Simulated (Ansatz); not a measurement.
Reaction (redistribution): `C[SiH2]C[SiH2]F` + `CB[SiH](O)Cl` → `O[SiH](Cl)[SiH2]F` + `CBC[SiH2]C`

Program: Ansatz. Geometries: PBE0-D4/def2-TZVP. ΔE: electronic, gas phase. CCSD(T)/CBS is the MP2 limit (def2-TZVPP, def2-QZVPP) plus CCSD(T) − MP2 in def2-TZVPP, frozen cores. One conformer a species, not always the lowest.

| level | ΔE (kcal/mol) |
| --- | --- |
| HF/def2-TZVPP | -2.2 |
| CCSD/CBS(def2) | -2.6 |

Question: What does CCSD(T)/CBS give? (Estimate.)

Answer: Ansatz gave: -2.7 kcal/mol. The listed levels differ from it by 0.5, 0.1 kcal/mol.

Largest T1 diagnostic among the species: 0.012.
